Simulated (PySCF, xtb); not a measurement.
Ga(OH)2(SeH) (GaH3O2Se), SMILES [OH][Ga]([OH])[SeH]. The values are those of a single conformer.

Harmonic wavenumbers (cm⁻¹) from GFN2-xTB in xtb at its own minimum, in rising order: 99, 128, 150, 172, 263, 320, 344, 488, 523, 550, 578, 595, 2060, 3623, 3660.

Problem. What does PBE0-D3(BJ)/def2-SVP in PySCF give at its own minimum? (An estimate is asked for; the answer gives what the named calculation found.)

Solution. 115, 166, 178, 198, 297, 299, 338, 617, 699, 736, 798, 830, 2458, 3902, 3924. Paired by order, the mean absolute difference is 137 cm⁻¹ and the zero-point energies are 19.4 and 22.2 kcal/mol.
